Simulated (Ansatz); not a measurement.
Program: Ansatz. Geometries: PBE0-D4/def2-TZVP. ΔE: electronic, gas phase. CBS: MP2 limit from def2 TZ/QZ plus the TZ coupled-cluster correction, frozen cores. This one scheme is used for every species. Functionals use def2-TZVPP. HSE06 is defined as in plane-wave codes. def2 core potentials past Kr. For Ge, I outer-core shells are correlated without core-valence functions, which leaves a few kJ/mol of doubt a bond. Scalar relativity is left out up to krypton. One conformer a species, not always the lowest.

Consider the β-hydride elimination: `C[O][GeH2][I]` → `[GeH3][I]` + `C=O`.

Is it downhill or uphill in electronic energy at CCSD(T)/CBS, and by how much? (Best estimate.)

Ansatz gave: Uphill: ΔE = +130.3 kJ/mol.

What do these levels give: BLYP-D4, B97M-V, PBE0-D4, r2SCANh-D4, HSE06-D4, ωB97X-V, PBE-QIDH, HF/def2-SVP, CCSD/def2-SVP, CCSD(T)/def2-SVP, CCSD/def2-TZVPP, SCS-MP2/def2-QZVPP? (An estimate is asked.)

The calculation gave: BLYP-D4 110.2, B97M-V 126.6, PBE0-D4 134.7, r2SCANh-D4 136.3, HSE06-D4 134.7, ωB97X-V 131.8, PBE-QIDH 139.4, HF/def2-SVP 99.8, CCSD/def2-SVP 106.0, CCSD(T)/def2-SVP 104.7, CCSD/def2-TZVPP 124.6, SCS-MP2/def2-QZVPP 127.6 kJ/mol.

What do rigid-rotor, harmonic-oscillator terms from PBE0-D4/def2-TZVP frequencies (298.15 K, 1 bar) make of the CCSD(T)/CBS value? (An estimate is asked.)

Ansatz gave: ΔZPE = -20.3 kJ/mol, ΔH = +112.2 kJ/mol, ΔS = 131 J/(mol·K), ΔG = +73.3 kJ/mol. Modes under 50 cm⁻¹ make the entropy rough.

Largest T1 diagnostic among the species: 0.015.

Leaving LDA and LC-ωPBE aside and taking each functional with its dispersion term where it has one, the values, not all of them listed here, spread over 30.2 kJ/mol, from BLYP-D4 to r2SCAN0-D4. LDA lies +43.4 kJ/mol from PBE without D4. In def2-TZVPP, CCSD(T) changes the Hartree–Fock value by +20.7 kJ/mol (the triples alone add +0.9 kJ/mol) and MP2 by +31.3 kJ/mol. The D4 term adds +12.5 kJ/mol with B3LYP and +6.8 kJ/mol with PBE0; it sums over pairs of atoms, weighted by their polarisabilities, and B3LYP, whose exchange is more repulsive, gets the larger term.

B3LYP here is the variant with VWN-RPA as its local correlation; programs differ in this.
